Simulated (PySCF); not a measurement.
HOSn, SMILES [OH+]=[Sn] (connectivity only; charge and spin as stated), charge +1, multiplicity 1. Atoms are numbered in the order given.

```xyz
3

O      0.0000     0.0000     1.5731
Sn     0.0000     0.0000    -0.3024
H      0.0000     0.0000     2.5373
```
Charge +1, spin multiplicity 1.

Geometry optimised at B3LYP-D3(BJ)/def2-TZVP. The isomer is the one that the SMILES or the coordinates give; other isomers of the formula were not compared. The def2 effective core potentials stand for the cores of Sn; spin–orbit coupling is left out.

Level of theory: r2SCAN/def2-TZVPD (PySCF).

Mulliken values depend strongly on the basis, most of all with diffuse functions as here. ESP charges are fitted to the potential on shells at 1.4 to 2.0 van der Waals radii. Atomic charges (e):

```json
[
 {"atom": "O1", "Mulliken": "-0.51", "ESP fit": "-0.63"},
 {"atom": "Sn2", "Mulliken": "1.15", "ESP fit": "1.15"},
 {"atom": "H3", "Mulliken": "0.35", "ESP fit": "0.48"}
]
```
